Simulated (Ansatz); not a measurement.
The molecule GeAs, multiplicity 4 (an upper state: multiplicity 2 came lower at CCSD(T)/def2-TZVPP on PBE0 minima). No spin–orbit coupling. Ge is treated without relativity. As is treated without relativity.

Seven points along R, fitted to fifth degree in 1/R; most abundant isotopes. Runs in def2 and cc sets follow the lowest solution found near the PBE0 minimum.

The values were computed with Ansatz (a first-principles code) with Gaussian orbitals. Each number belongs to the level named beside it.

```json
[
 {"level": "PBE/def2-TZVPP", "r_e (Å)": "2.561", "ω_e (cm⁻¹)": "229", "B_e (cm⁻¹)": "0.0691", "α_e (cm⁻¹)": "0.00026", "dipole (D)": "0.20"},
 {"level": "PBE0/def2-TZVPP", "r_e (Å)": "2.531", "ω_e (cm⁻¹)": "240", "B_e (cm⁻¹)": "0.0707", "α_e (cm⁻¹)": "0.00025", "dipole (D)": "0.33"},
 {"level": "wB97X-V/def2-TZVPP", "r_e (Å)": "2.513", "ω_e (cm⁻¹)": "247", "B_e (cm⁻¹)": "0.0717", "α_e (cm⁻¹)": "0.00025", "dipole (D)": "0.47"},
 {"level": "CCSD/def2-TZVPP", "r_e (Å)": "2.523", "ω_e (cm⁻¹)": "243", "B_e (cm⁻¹)": "0.0711", "α_e (cm⁻¹)": "0.00028", "dipole (D)": "-"},
 {"level": "CCSD(T)/def2-TZVPP", "r_e (Å)": "2.530", "ω_e (cm⁻¹)": "239", "B_e (cm⁻¹)": "0.0708", "α_e (cm⁻¹)": "0.00029", "dipole (D)": "-"}
]
```

Correlated levels freeze the inner cores; with def2 sets outer-core shells near the valence are correlated too.
